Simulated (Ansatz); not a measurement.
Input for Ansatz (a quantum-chemistry and plane-wave program):
Ansatz 0.2 input:
```yaml
crystal:
  periodic: [false, false, false]
  atoms:
    - {symbol: O, position_ang: [-1.64907801, -0.03336150, -0.05941692]}
    - {symbol: C, position_ang: [-0.52949391, 0.41701461, 0.12119998]}
    - {symbol: S, position_ang: [1.02309922, -0.13969972, -0.01574153]}
basis:
  gaussian:
    orbitals: def2-TZVP
total_charge: -1
magnetization: {spin_polarized: true, initial_magnetization: 1}
correlation: {method: mp2}
```

Task: What SCF-reference <S^2> does MP2/def2-TZVP (Ansatz) give?

Result: 0.771

Task: Predict the total energy from MP2/def2-TZVP.

Result: -510.8571 Eh

Task: What is the computed MP2 correlation energy (MP2/def2-TZVP)?

Result: -0.5390 Eh

A gas-phase anion may not be bound at this level; its values then depend on the basis.
